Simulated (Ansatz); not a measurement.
Start from `[SiH3]O[SiH]([SiH3])Cl` and change one atom or group to get `CO[SiH]([SiH3])Cl`.

Ansatz, PBE0-D4/def2-TZVP geometries, multiplicity 1. Each molecule was computed in one conformer, which needn't be the lowest.

```csv
property,`[SiH3]O[SiH]([SiH3])Cl`
HOMO energy (ωB97M-V/def2-TZVPP) / eV,-10.07
zero-point energy (PBE0-D4/def2-TZVP) / kJ/mol,172.4
LUMO energy (B3LYP/def2-TZVPP) / eV,-0.69
HOMO–LUMO gap (PBE0/def2-TZVPP) / eV,7.47
HOMO–LUMO gap (ωB97M-V/def2-TZVPP) / eV,11.28
HOMO energy (PBE/def2-TZVPP) / eV,-6.80
```

(1) Give the same properties after the change, and the shifts. (An estimate is asked.)

Results:

(1) The calculation gave: 
| property | `CO[SiH]([SiH3])Cl` | shift |
| --- | --- | --- |
| HOMO energy (ωB97M-V/def2-TZVPP) / eV | -10.16 | -0.09 |
| zero-point energy (PBE0-D4/def2-TZVP) / kJ/mol | 205.1 | 32.7 |
| LUMO energy (B3LYP/def2-TZVPP) / eV | -0.33 | 0.36 |
| HOMO–LUMO gap (PBE0/def2-TZVPP) / eV | 7.92 | 0.45 |
| HOMO–LUMO gap (ωB97M-V/def2-TZVPP) / eV | 11.78 | 0.50 |
| HOMO energy (PBE/def2-TZVPP) / eV | -6.87 | -0.07 |

With PBE0 the HOMO falls by 0.09 eV and the LUMO rises by 0.36 eV, so the gap widens by about 0.45 eV. PBE moves the HOMO by -0.07 eV and ωB97M-V by -0.09 eV.

Positive LUMOs are unbound, so they and the gaps depend on the basis.

B3LYP here is the variant with VWN-RPA as its local correlation; programs differ in this.
